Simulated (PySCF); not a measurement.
**Simulated absorption spectrum**

C4H6Cl2O.
SMILES: `O=CC[C@@H](Cl)CCl`

The calculation used PySCF 2.14.0, density-fitted response routines, TDDFT CAM-B3LYP/def2-SVPD, vertical, gas phase, core orbitals frozen in the response. The structure is a single GFN2-xTB conformer in the gas phase; no vibrational or solvent corrections. Torsions of this conformer, `[O:1]=[CH:2][CH2:3][C@@H:4]([Cl:5])[CH2:6][Cl:7]`: O1–C2–C3–C4 4°, C2–C3–C4–Cl5 170°, C3–C4–C6–Cl7 178°.

Computed states:

```tsv
state	E (eV)	f
S1	4.38	0.0003
S2	7.04	0.0019
S3	7.29	0.0006
S4	7.35	0.0047
S5	7.47	0.0042
S6	7.48	0.0021
S7	7.53	0.0056
S8	7.58	0.0016
```

Broadening: Gaussians 0.25 eV wide at half height, area fixed by f = 4.319×10⁻⁹ ∫ε dν̃. The width is an assumption, not a result. The curve ends short of the highest state used, and states not computed would add to its high-energy end.

(1) What does the envelope look like, and where are its maxima?

(2) On this curve, what absorbance would a 10⁻⁴ mol/L sample give at 280 nm over a 1 cm path?

(3) Does any computed singlet lie in the visible range?

(4) Coming from long wavelengths, where does ε first pass 100 L mol⁻¹ cm⁻¹?

Results:

(1) 
```json
{"E (eV)": "4.01", "ε (L mol⁻¹ cm⁻¹)": "0"}
{"E (eV)": "4.09", "ε (L mol⁻¹ cm⁻¹)": "1"}
{"E (eV)": "4.18", "ε (L mol⁻¹ cm⁻¹)": "5"}
{"E (eV)": "4.26", "ε (L mol⁻¹ cm⁻¹)": "16"}
{"E (eV)": "4.35", "ε (L mol⁻¹ cm⁻¹)": "31"}
{"E (eV)": "4.43", "ε (L mol⁻¹ cm⁻¹)": "29"}
{"E (eV)": "4.52", "ε (L mol⁻¹ cm⁻¹)": "14"}
{"E (eV)": "4.60", "ε (L mol⁻¹ cm⁻¹)": "4"}
{"E (eV)": "4.69", "ε (L mol⁻¹ cm⁻¹)": "0"}
{"E (eV)": "4.77", "ε (L mol⁻¹ cm⁻¹)": "0"}
{"E (eV)": "4.86", "ε (L mol⁻¹ cm⁻¹)": "0"}
{"E (eV)": "4.94", "ε (L mol⁻¹ cm⁻¹)": "0"}
{"E (eV)": "5.03", "ε (L mol⁻¹ cm⁻¹)": "0"}
{"E (eV)": "5.11", "ε (L mol⁻¹ cm⁻¹)": "0"}
{"E (eV)": "5.20", "ε (L mol⁻¹ cm⁻¹)": "0"}
{"E (eV)": "5.28", "ε (L mol⁻¹ cm⁻¹)": "0"}
{"E (eV)": "5.37", "ε (L mol⁻¹ cm⁻¹)": "0"}
{"E (eV)": "5.45", "ε (L mol⁻¹ cm⁻¹)": "0"}
{"E (eV)": "5.54", "ε (L mol⁻¹ cm⁻¹)": "0"}
{"E (eV)": "5.62", "ε (L mol⁻¹ cm⁻¹)": "0"}
{"E (eV)": "5.71", "ε (L mol⁻¹ cm⁻¹)": "0"}
{"E (eV)": "5.79", "ε (L mol⁻¹ cm⁻¹)": "0"}
{"E (eV)": "5.88", "ε (L mol⁻¹ cm⁻¹)": "0"}
{"E (eV)": "5.96", "ε (L mol⁻¹ cm⁻¹)": "0"}
{"E (eV)": "6.05", "ε (L mol⁻¹ cm⁻¹)": "0"}
{"E (eV)": "6.13", "ε (L mol⁻¹ cm⁻¹)": "0"}
{"E (eV)": "6.22", "ε (L mol⁻¹ cm⁻¹)": "0"}
{"E (eV)": "6.30", "ε (L mol⁻¹ cm⁻¹)": "0"}
{"E (eV)": "6.39", "ε (L mol⁻¹ cm⁻¹)": "0"}
{"E (eV)": "6.47", "ε (L mol⁻¹ cm⁻¹)": "0"}
{"E (eV)": "6.56", "ε (L mol⁻¹ cm⁻¹)": "0"}
{"E (eV)": "6.64", "ε (L mol⁻¹ cm⁻¹)": "0"}
{"E (eV)": "6.73", "ε (L mol⁻¹ cm⁻¹)": "2"}
{"E (eV)": "6.81", "ε (L mol⁻¹ cm⁻¹)": "17"}
{"E (eV)": "6.90", "ε (L mol⁻¹ cm⁻¹)": "79"}
{"E (eV)": "6.98", "ε (L mol⁻¹ cm⁻¹)": "168"}
```

Maxima: 283 nm (4.38 eV), ε about 32, made up of S1 (100%) (ε in L mol⁻¹ cm⁻¹; maxima over ε = 5, shares over 10%). At its high-energy end, 6.98 eV, the curve is still rising (ε about 170, from S2).

(2) 280 nm is 4.428 eV, where ε is about 30 L mol⁻¹ cm⁻¹, so A = ε c l ≈ 0.003 (Beer–Lambert, with the gas-phase spectrum and the assumed width).

(3) No computed singlet lies in the visible range (380 to 750 nm); the lowest, at 283 nm, stands 1.12 eV above its violet end (3.26 eV).

(4) At about 179 nm (6.92 eV), 2.54 eV above S1.
